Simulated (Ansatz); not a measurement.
Relaxation of CH₂F₂OSi (7 atoms, charge 0, multiplicity 1), to a largest force component of 0.015 eV/Å in at most 40 steps.

These are results of RKS B3LYP-D4/def2-SVP in Ansatz 0.2.0, not measurements.

```xyz
7
Properties=species:S:1:pos:R:3:forces:R:3
O -0.711 0.588 1.548 -1.19 0.83 0.45
Si 0.200 0.007 0.374 1.12 -0.51 -1.61
F 1.162 -1.078 1.076 0.40 -0.40 0.04
C 0.037 -0.145 -1.386 -0.85 1.17 0.69
F -0.842 0.690 -2.040 0.08 -0.40 0.24
H -0.784 0.181 2.414 -0.02 -0.21 0.20
H 0.938 -0.243 -1.986 0.46 -0.49 -0.01
```

Q: Where does it end, and by what steps?

A: It converged. After 9 steps the energy has fallen by 0.207 eV; H7 moved furthest, 0.22 Å.

```
step  energy less start (eV)  largest force component (eV/Å)  accepted
   0                  0.0000                           1.611       yes
   1                 -0.1282                           0.766       yes
   2                 -0.1800                           0.412       yes
   3                 -0.1970                           0.207       yes
   4                 -0.2034                           0.103       yes
   5                 -0.2050                           0.123       yes
   6                 -0.2060                           0.051       yes
   7                 -0.2064                           0.092       yes
   8                 -0.2065                           0.079       yes
   9                 -0.2066                           0.009       yes
```

```xyz
7
Properties=species:S:1:pos:R:3
O -0.699 0.642 1.526
Si 0.265 -0.020 0.381
F 1.336 -1.037 1.042
C 0.066 -0.007 -1.317
F -0.855 0.746 -1.963
H -0.946 0.116 2.297
H 0.834 -0.440 -1.967
```

Run time: 28 s on 1 thread of Intel(R) Xeon(R) 6975P-C (Granite Rapids), with other jobs on the host, peak memory 0.18 GiB.
